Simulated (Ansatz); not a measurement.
Complex (SMILES): C (CH4) with [H][H] (H2), atoms 1 to 5 the first; geometry from B3LYP-D3(BJ)/def2-TZVP, monomers rigid:
```xyz
7

C     -0.1244    -0.1244     0.1342
H      0.5271     0.4868     0.7574
H     -0.8183    -0.6760     0.7670
H      0.4773    -0.8263    -0.4418
H     -0.6845     0.5170    -0.5450
H      1.8534     1.4427    -1.6637
H      2.3267     1.8195    -2.0969
```

Interaction energy at HF with Ansatz (an electronic-structure program), kcal/mol, without and with the counterpoise correction (monomers among the partner's ghost functions). Cartesian d functions, on some or all atoms, in 6-31G*, 6-31+G*; all else is spherical. No added dispersion term, no relativity. Reference, counterpoise-corrected: the value in aug-pcseg-3, 0.18.

```tsv
basis	functions	uncorrected
3-21G	21	0.09
6-31G	21	0.15
6-31G*	27	0.15
6-31+G*	31	0.17
cc-pVDZ	44	0.18
jun-cc-pV(T+d)Z	123	0.15
def2-TZVPPD	139	0.18
cc-pV5Z	421	0.18
```

Q: How large is the counterpoise correction in each set?

A: 3-21G 0.10, 6-31G 0.04, 6-31G* 0.03, 6-31+G* 0.03, cc-pVDZ 0.01, jun-cc-pV(T+d)Z 0.03, def2-TZVPPD 0.01, cc-pV5Z 0.00 kcal/mol. The corrected value lies nearer the reference in 6 of 8 rows.
